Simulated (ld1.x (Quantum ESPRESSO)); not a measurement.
## Scattering properties, PAW potential for terbium (Tb)

```json
{
 "Element": "Tb (Z = 65)",
 "Generator": "ld1.x (Quantum ESPRESSO) 7.5",
 "Type": "PAW",
 "Functional": "LDA (PZ)",
 "Relativity": "fully relativistic",
 "Frozen core": "[Kr] 4d10 4f8",
 "Valence charge": "11",
 "Reference configuration": "5s2 5p6 5d1 6s2 6p0",
 "Partial waves": "5s (bound): rcut 1.80, rcutus 2.20 bohr; 6s (bound): rcut 1.80, rcutus 2.20 bohr; 5p (bound): rcut 2.00, rcutus 2.20 bohr; 6p (bound, empty): rcut 2.00, rcutus 2.20 bohr; 5d (bound): rcut 2.60, rcutus 3.65 bohr; 5d channel at 0.15 Ry: rcut 2.60, rcutus 3.65 bohr",
 "Local potential": "all-electron potential smoothed inside 2.70 bohr (lloc = -1)",
 "Core correction": "Bessel-smoothed model core inside 1.40 bohr",
 "Augmentation charge": "PSQ, inside the norm-conserving radii"
}
```

Open shells are filled in proportion to 2j + 1 (rel_dist='average').

The phase is arctan(r·u′/u) with u = r·R(r), unwrapped; energies in Ry, scanned from -6 to 5 Ry. A pole is an energy at which the radial function vanishes at the test radius. The pseudo phase is shifted by a multiple of π to meet the all-electron one at the reference energy, and phase errors are pseudo minus all-electron; the curves can meet again beyond the range given. Levels narrower than the energy grid can be missing from the lists of poles.

```json
{"channel": "s", "radius (bohr)": "3.93", "reference energy (Ry)": "-0.32", "poles, all-electron": "0.44, 4.34", "poles, pseudo": "0.43, 3.27", "unbroken range about the reference energy with phases within 0.05 rad": "below 1.5", "phase error 1 Ry above the reference energy (rad)": "-0.004"}
{"channel": "p1/2", "radius (bohr)": "3.93", "reference energy (Ry)": "-0.12", "poles, all-electron": "-2.29, 1.07", "poles, pseudo": "-2.29, 1.07, 4.81", "unbroken range about the reference energy with phases within 0.05 rad": "below 2.5", "phase error 1 Ry above the reference energy (rad)": "-0.001"}
{"channel": "p3/2", "radius (bohr)": "3.93", "reference energy (Ry)": "-0.10", "poles, all-electron": "-1.94, 1.25", "poles, pseudo": "-1.94, 1.25", "unbroken range about the reference energy with phases within 0.05 rad": "below 2.8", "phase error 1 Ry above the reference energy (rad)": "-0.000"}
{"channel": "d3/2", "radius (bohr)": "3.93", "reference energy (Ry)": "-0.20", "poles, all-electron": "0.00, 2.63", "poles, pseudo": "0.00, 1.92", "unbroken range about the reference energy with phases within 0.05 rad": "below 0.8", "phase error 1 Ry above the reference energy (rad)": "-0.034"}
{"channel": "d5/2", "radius (bohr)": "3.93", "reference energy (Ry)": "-0.18", "poles, all-electron": "0.04, 2.69", "poles, pseudo": "0.04, 2.20", "unbroken range about the reference energy with phases within 0.05 rad": "below 0.9", "phase error 1 Ry above the reference energy (rad)": "-0.015"}
```

The ghost test of this file was not conclusive.

Phases in the p1/2 channel:

```json
{"E (Ry)": "-6.00", "all-electron": "1.464", "pseudo": "1.464"}
{"E (Ry)": "-5.48", "all-electron": "1.458", "pseudo": "1.458"}
{"E (Ry)": "-4.96", "all-electron": "1.452", "pseudo": "1.452"}
{"E (Ry)": "-4.44", "all-electron": "1.444", "pseudo": "1.444"}
{"E (Ry)": "-3.92", "all-electron": "1.435", "pseudo": "1.435"}
{"E (Ry)": "-3.40", "all-electron": "1.423", "pseudo": "1.423"}
{"E (Ry)": "-2.88", "all-electron": "1.407", "pseudo": "1.407"}
{"E (Ry)": "-2.36", "all-electron": "1.345", "pseudo": "1.345"}
{"E (Ry)": "-1.84", "all-electron": "-1.773", "pseudo": "-1.773"}
{"E (Ry)": "-1.32", "all-electron": "-1.824", "pseudo": "-1.824"}
{"E (Ry)": "-0.80", "all-electron": "-1.928", "pseudo": "-1.928"}
{"E (Ry)": "-0.28", "all-electron": "-2.334", "pseudo": "-2.334"}
{"E (Ry)": "0.24", "all-electron": "-4.214", "pseudo": "-4.214"}
{"E (Ry)": "0.76", "all-electron": "-4.629", "pseudo": "-4.629"}
{"E (Ry)": "1.28", "all-electron": "-4.755", "pseudo": "-4.756"}
{"E (Ry)": "1.80", "all-electron": "-4.854", "pseudo": "-4.857"}
{"E (Ry)": "2.32", "all-electron": "-5.032", "pseudo": "-5.050"}
{"E (Ry)": "2.84", "all-electron": "-6.117", "pseudo": "-6.404"}
{"E (Ry)": "3.36", "all-electron": "-7.526", "pseudo": "-7.579"}
{"E (Ry)": "3.88", "all-electron": "-7.720", "pseudo": "-7.745"}
{"E (Ry)": "4.40", "all-electron": "-7.794", "pseudo": "-7.816"}
{"E (Ry)": "4.92", "all-electron": "-7.839", "pseudo": "-7.863"}
```
